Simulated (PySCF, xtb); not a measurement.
cyclopentanone (C5H8O), SMILES O=C1CCCC1.

GFN2-xTB (xtb) at its own geometry gives an orbital gap of 4.01 eV and a dipole moment of 3.30 D.

Geometry: B3LYP-D3(BJ)/def2-SVP. The values are those of a single conformer.

Q: What does HF/def2-TZVP (PySCF) give? (The exact figures need the calculation; the answer reports its results.)

A: gap 14.13 eV (levels -10.74 and 3.40 eV), dipole 3.57 D.
